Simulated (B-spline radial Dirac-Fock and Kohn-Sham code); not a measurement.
Dipole and non-dipole photoemission parameters of Sc 2p1/2

System: neutral scandium, [Ar] 3d1 4s2; threshold 403.6 eV (tabulated edge). Model: Dirac-Hartree-Slater photoionisation with a Latter tail; cross sections with all multipoles, angular parameters from the dipole term and its interference with E2. Program: a B-spline atomic structure program.

The run's input, task.json:

```json
{"items": [{
  "Z": 21,
  "q": 0,
  "cfg": [[1, 0, 2], [2, 0, 2], [2, 1, 6], [3, 0, 2], [3, 1, 6], [3, 2, 1], [4, 0, 2]],
  "A": 45,
  "rrms": 3.5459,
  "do": "xps",
  "hv": [69.8, 76.3, 82.8, 83.5, 89.2, 142.0, 150, 200, 204.0, 332.0, 345.0, 354.0, 362.0, 368.0, 400, 407.0, 439.0, 558.0, 574.0, 714.0, 910.0, 1190.0, 1660.0, 2000, 2850.0, 2984.4, 5414.7, 6000, 7850.0, 15000],
  "edges": {"K": 4492.0, "L1": 498.0, "L2": 403.6, "L3": 398.7}
}]}
```

Command: `python xray2_run.py task.json out`

For linearly polarised light dσ/dΩ = σ/(4π) [1 + β P₂(cos θ) + (δ + γ cos²θ) sin θ cos φ], with θ from the polarisation vector and φ the angle between the beam and the projection of the electron momentum on the plane normal to the polarisation.

```csv
hν (eV),σ (kb),β,γ,δ
439,638,0.864,-0.075,0.007
558,385,1.327,-0.012,0.013
574,361,1.350,0.000,0.014
714,?,?,?,?
910,114,1.465,0.226,0.022
1190,54.5,1.430,0.367,0.028
1660,20.9,1.340,0.541,0.040
2000,12.0,1.272,0.634,0.050
2850,4.01,1.122,0.802,0.074
2984.4,3.46,1.101,0.822,0.078
5414.7,0.489,0.821,1.068,0.147
6000,0.345,0.774,1.106,0.163
7850,0.136,0.654,1.202,0.209
15000,0.0133,0.407,1.425,0.356
```

Task: Give the values at 714 eV.

Result: σ = 214 kb, β = 1.447, γ = 0.102, δ = 0.017.

Values without a named source are computed, but for edge energies of neutral atoms, which are taken from tables.
